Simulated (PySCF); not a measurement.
This PySCF input asks for the NMR shieldings of `C[S+](C)[BH2-]C(Cl)(Cl)Cl`, C3H8BCl3S; the geometry comes from GFN2-xTB.

```python
import basis_set_exchange as bse
import numpy as np
from pyscf import gto, dft
from pyscf.prop import nmr

atoms = """
C    -0.682930   -1.149087    1.257426
S    -0.555243    0.541490    0.603513
C    -2.091738    0.560291   -0.370971
B     0.724839    0.353610   -0.875557
C     2.227159    0.417696   -0.230771
Cl    2.659315   -1.006016    0.766709
Cl    3.439818    0.505775   -1.532480
Cl    2.463515    1.851532    0.815843
H    -0.753917   -1.855664    0.437530
H    -1.554558   -1.209328    1.901110
H     0.218420   -1.342956    1.829244
H    -2.055068   -0.218335   -1.125356
H    -2.160251    1.531737   -0.848440
H    -2.935880    0.416502    0.295795
H     0.514009   -0.690931   -1.383331
H     0.534912    1.302627   -1.551673
"""
names = dict.fromkeys(["C", "S", "B", "Cl", "H"], "pcSseg-1")
basis = {el: gto.basis.parse(bse.get_basis(n, elements=[el], fmt="nwchem")) for el, n in names.items()}
mol = gto.M(atom=atoms, basis=basis, charge=0, verbose=0)
mf = dft.RKS(mol, xc="PBE0")
mf.grids.level = 2
mf.grids.alignment = dft.numint.BLKSIZE   # the property module wants whole blocks of grid points
mf.conv_tol = 1e-9
mf.kernel()

calc = nmr.RKS(mf)   # GIAO
C = mf.mo_coeff
Co = C[:, mf.mo_occ > 0]
resp = mf.gen_response(singlet=True, hermi=2)
def vind(x):   # induced exchange potential for any number of trial vectors
    d = np.einsum("pi,xij,qj->xpq", C, 2 * x.reshape(-1, C.shape[1], Co.shape[1]), Co, optimize=True)
    return np.einsum("xpq,pi,qj->xij", resp(d - d.transpose(0, 2, 1)), C, Co, optimize=True).ravel()
mo1, _ = nmr.rhf.solve_mo1(calc, with_cphf=vind)
sigma = calc.kernel(mo1)
for i, s in enumerate(sigma):   # ppm
    print("%2d %-2s %9.2f" % (i, mol.atom_pure_symbol(i), np.trace(s) / 3))
```

Task: What are the results?

Result: 
```
 0 C     154.35
 1 S     530.10
 2 C     157.88
 3 B     109.02
 4 C      61.53
 5 Cl    493.72
 6 Cl    486.83
 7 Cl    483.41
 8 H      29.77
 9 H      29.63
10 H      28.16
11 H      29.62
12 H      29.45
13 H      29.77
14 H      29.43
15 H      28.98
```

These numbers come from an equivalent density-fitted implementation of the same equations, which agrees with the script to about 0.01 ppm for H and up to a few tenths of a ppm for heavy atoms, so last digits may differ.

Size and cost of the density-fitted run: 204 basis functions, 35 s wall time on 1 thread of an Intel Xeon Platinum 8488C, shared host; peak memory 0.92 GiB.
